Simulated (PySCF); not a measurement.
# Ionising SnGe

r²SCANh; basis Sn cc-pVDZ-PP with ECP28, Ge cc-pVDZ-PP with ECP10; scalar-relativistic core potentials; PySCF 2.14. Neutral (UKS): triplet (π ↑↑), Re = 2.576 Å, ωe = 240 cm⁻¹, De = 2.59 eV, HOMO -4.90 eV, LUMO -3.50 eV.

SnGe⁺ (UKS): quartet (σ ↑, π ↑↑), Re = 2.600 Å, ωe = 213 cm⁻¹, De = 2.80 eV to Sn⁺ + Ge. The energies at the minima are -508.80921 hartree for SnGe and -508.54415 for SnGe⁺.

Problem. Work out the adiabatic ionisation energy, without and with harmonic zero-point energies (1 hartree = 27.2114 eV, 1 eV = 8065.5 cm⁻¹), and the change of the bond length.

Solution. At r²SCANh: 0.26506 hartree = 7.213 eV between the minima; the zero-point term (213.0 − 240.0)/2 cm⁻¹ = -0.002 eV makes it 7.211 eV. Re changes by +2.4 pm against the neutral. The electron leaves a σ orbital, and the small change of length marks it as nearly non-bonding.

Spin–orbit coupling is left out, which matters for elements this heavy, above all for dissociation energies. For an ion De counts to the pair picked by the measured ionisation energies or electron affinities, which need not be the lowest pair at this level. States were picked by a PBE0 search and need not be the measured ground states.
